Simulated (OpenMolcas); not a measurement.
**Ni+: effect of the IPEA shift**

- Program: OpenMolcas 26.06
- Basis: ANO-RCC-VTZP [6s5p3d2f1g]
- Scalar Hamiltonian: DKH2, point nucleus
- Active space: 9 electrons in 9 orbitals (RAS2 3d 4s; RAS3 4p, at most 2 electrons)
- State averaging: 2S+1 = 2 even, 29 roots; 2S+1 = 4 even, 10 roots kept (CI in the orbitals of an earlier block); 2S+1 = 2 odd, 21 roots; 2S+1 = 4 odd, 21 roots kept (CI in the orbitals of an earlier block)
- Spin-orbit coupling: state interaction with AMFI integrals over the reference wave functions, term energies averaged over their components

Methods on the same reference wave functions:
A. RASSCF
B. MS-RASPT2, IPEA 0 Eh, imaginary shift 0.1 Eh (closed shells correlated: 3s 3p)
C. MS-RASPT2, IPEA 0.25 Eh, imaginary shift 0.1 Eh (closed shells correlated: 3s 3p)

Energies in cm-1 above 3d9 2D 5/2, the measured ground level; measured values from NIST Handbook of Basic Atomic Spectroscopic Data.

```json
{"Level": "3d8 4s 4F 9/2", "A": "-24567", "B": "6340", "C": "6980", "Measured": "8394"}
{"Level": "3d8 4s 4F 7/2", "A": "-23652", "B": "7230", "C": "7870", "Measured": "9330"}
{"Level": "3d8 4s 4F 5/2", "A": "-22891", "B": "8000", "C": "8640", "Measured": "10116"}
{"Level": "3d8 4s 4F 3/2", "A": "-22351", "B": "8540", "C": "9180", "Measured": "10664"}
{"Level": "3d8 4s 2F 7/2", "A": "-18698", "B": "10800", "C": "11600", "Measured": "13550"}
{"Level": "3d8 4s 2F 5/2", "A": "-17257", "B": "12210", "C": "13020", "Measured": "14996"}
{"Level": "3d8 4s 2D 5/2 [61 %]", "A": "-6521", "B": "20630", "C": "21510", "Measured": ""}
{"Level": "3d8 4s 2D 3/2", "A": "-6221", "B": "21070", "C": "21880", "Measured": ""}
{"Level": "3d8 4s 4P 5/2 [63 %]", "A": "-4291", "B": "22550", "C": "23510", "Measured": ""}
{"Level": "3d8 4s 4P 3/2", "A": "-4177", "B": "22500", "C": "23520", "Measured": "24788"}
{"Level": "3d8 4s 4P 1/2", "A": "-3936", "B": "22690", "C": "23740", "Measured": "24836"}
{"Level": "3d9 2D 5/2", "A": "0.0", "B": "0.0", "C": "0.0", "Measured": "0.0"}
{"Level": "3d8 4s 2P 3/2", "A": "879", "B": "26490", "C": "27550", "Measured": "29071"}
{"Level": "3d8 4s 2P 1/2", "A": "1419", "B": "26990", "C": "28060", "Measured": "29593"}
{"Level": "3d9 2D 3/2", "A": "1614", "B": "1602", "C": "1607", "Measured": "1507"}
{"Level": "3d8 4s 2G 9/2", "A": "3031", "B": "30430", "C": "31170", "Measured": "32500"}
{"Level": "3d8 4s 2G 7/2", "A": "3033", "B": "30430", "C": "31170", "Measured": "32524"}
```

A puts 3d8 4s 4F 9/2 lowest.

Deviations, from unrounded energies. A percentage is the sum of absolute deviations over the sum of measured energies, with the sign that they share, or ± where signs differ.

| Against measurement | Levels | A | B | C |
| --- | --- | --- | --- | --- |
| mean absolute deviation (cm-1) | 13 | 28000 | 2100 | 1400 |
| fine structure of the ground term (%) | 1 | +7.1 | +6.3 | +6.6 |
| other configurations (%) | 12 | -153.7 | -11.5 | -7.4 |

C lies closest to measurement on these levels and A furthest from it. The largest miss of C in the table is 3d8 4s 2F 5/2, by -2000 cm-1. The ranking rests on the paired levels alone, and a cruder setting can come out closer through cancelling errors.

Between B and C the level of the table that moves most is 3d8 4s 2P 1/2, by 1100 cm-1 (lowest in B, highest in C). Moves below CASPT2's spread within the term are not significant.

The mean deviations of B to C differ by less than CASPT2's widest spread within a term (2000 cm-1), so their order carries little weight.

The lowest spin-free term lies below A's lowest term by 0.708 hartree in B, 0.703 hartree in C.

Term energies are means over components that CASPT2 splits; among the terms shown or strongly mixed into the levels shown the widest spread is 2000 cm-1 (3d8 4s 2F, B). Terms from blocks run as CI alone lack orbitals of their own. A single d shell beside an s shell can misplace configurations of different d count against each other. Without dynamic correlation excited terms often stand tens of per cent too high (terms of higher spin than the ground term too low), and those without a measured partner can miss by more than the paired ones (holds for A). The lowest computed level is not the ground level that NIST lists (2D5/2) (holds for A). Some levels mix across a computed gap that differs much from the measured one, so their mixing is not that of the real levels (holds for B; C). Measured partners are found by configuration, term and J. A level has none where our copy of the source lacks it or the pairing is in doubt (some pairs that miss far off the trend of their configuration count as doubtful), and it then counts in no deviation. Only configurations of the active space appear. Levels that lie high or do not pair safely by name in every column are left out.

A share in square brackets marks a mixed level and gives the weight of the term that names it, the lowest over the columns.
